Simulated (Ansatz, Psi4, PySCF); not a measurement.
H$_{10}$Si$_{4}$, triplet, at the geometry of the source list (a higher spin typed on purpose: for a closed-shell molecule this is an excited state) (in this run its highest filled SCF level lies above zero, so its values depend strongly on the basis, on diffuse functions most of all). Base run: BHANDHLYP/STO-3G in PySCF.

Input for PySCF:
```python
from pyscf import gto, scf, dft

mol = gto.Mole()
mol.atom = '''
    Si    2.09880000   -0.87300000    0.89290000
    Si    1.09490000    1.11200000    0.25760000
    Si   -0.71730000    0.79770000   -1.16240000
    Si   -2.37460000   -0.52120000   -0.23230000
    H     3.28050000   -0.73640000    1.74650000
    H     1.15460000   -1.72180000    1.62540000
    H     2.52530000   -1.64310000   -0.27930000
    H     2.09350000    2.03230000   -0.31060000
    H     0.63210000    1.83500000    1.45550000
    H    -0.23430000    0.17600000   -2.40820000
    H    -1.28150000    2.07290000   -1.63420000
    H    -2.84200000    0.04230000    1.03770000
    H    -3.56690000   -0.71180000   -1.06040000
    H    -1.86320000   -1.86090000    0.07180000
'''
mol.basis = 'sto-3g'
mol.spin = 2
mol.verbose = 4
mol.build()

mf = dft.UKS(mol)
mf.xc = 'bhandhlyp'
mf.kernel()
```

The same geometry, method and basis name were run in Ansatz (an electronic-structure program) and Psi4 and PySCF, at each program's defaults and at the settings that a row names. The base is PySCF at its defaults. Differences at the defaults can come from grids, fitting, cores and function types together.

| code and settings | ΔE vs base (µEh) | basis functions | E (Eh) | SCF cycles | dipole (D) |
|---|---|---|---|---|---|
| PySCF, defaults (exact integrals, its default grid, spherical functions) | 0.0 | 46 | -1150.25639 | 11 | 0.82 |
| Psi4, defaults (density fitting with its default set, its default grid, spherical functions) | -2084 | 46 | -1150.25847 | 10 | 0.82 |
| Ansatz, defaults (factorised integrals, its default grid, spherical functions) | 13.3 | 46 | -1150.25637 | - | - |
| PySCF, density fitting with def2-universal-jkfit | -2082 | 46 | -1150.25847 | 11 | 0.82 |
| PySCF, fine grid | 0.9 | 46 | -1150.25639 | 11 | 0.82 |
| Psi4, exact integrals, spherical functions, fine grid | 1.3 | 46 | -1150.25639 | 15 | 0.82 |
| Ansatz, high accuracy | 0.7 | 46 | -1150.25639 | - | - |

Open shells are given as the SCF converged; they aren't shown to be the lowest states, and a large step between rows can be another state.
